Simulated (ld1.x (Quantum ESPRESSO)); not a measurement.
**u(r) = r·R(r): atom against pseudo-atom (Mo)**

Columns: radius, all-electron u(r) and pseudo u(r) of the 5p shell (level -3.31 eV) of molybdenum in the configuration [Kr] 4d5 5s0.5 5p0; PBEsol, scalar-relativistic, TM scheme, ld1.x (Quantum ESPRESSO) 7.5.

```csv
r (bohr),all-electron,pseudo
0.173,-0.0196,-0.0018
0.345,-0.1198,-0.0071
0.518,0.0057,-0.0160
0.690,0.1406,-0.0287
0.862,0.2057,-0.0453
1.035,0.2018,-0.0663
1.208,0.1512,-0.0916
1.380,0.0764,-0.1212
1.553,-0.0078,-0.1553
1.725,-0.0913,-0.1932
1.898,-0.1698,-0.2345
2.070,-0.2400,-0.2774
2.242,-0.3012,-0.3205
2.415,-0.3536,-0.3622
2.588,-0.3973,-0.4004
2.760,-0.4325,-0.4334
2.932,-0.4603,-0.4604
3.105,-0.4813,-0.4813
3.278,-0.4961,-0.4961
3.450,-0.5054,-0.5054
3.623,-0.5100,-0.5100
3.795,-0.5103,-0.5103
3.968,-0.5072,-0.5072
4.140,-0.5010,-0.5010
4.312,-0.4925,-0.4925
4.485,-0.4819,-0.4819
```

How many radial nodes do the two functions have?

The all-electron 5p function has n − l − 1 = 3 (the table is too coarse to show those close to the nucleus); the pseudo-wave has 0, since the states of the same l below it are removed with the core.

At about which radius was the pseudo-wave matched?

3.45 bohr. The columns agree to 0.0005 from 2.93 bohr on; several derivatives are matched, so the curves merge somewhat inside the radius.

Is the pseudo-wave norm-conserving?

Yes: the TM scheme keeps the norm inside the radius equal to the all-electron one, which fixes the energy derivative of the logarithmic derivative at the level.
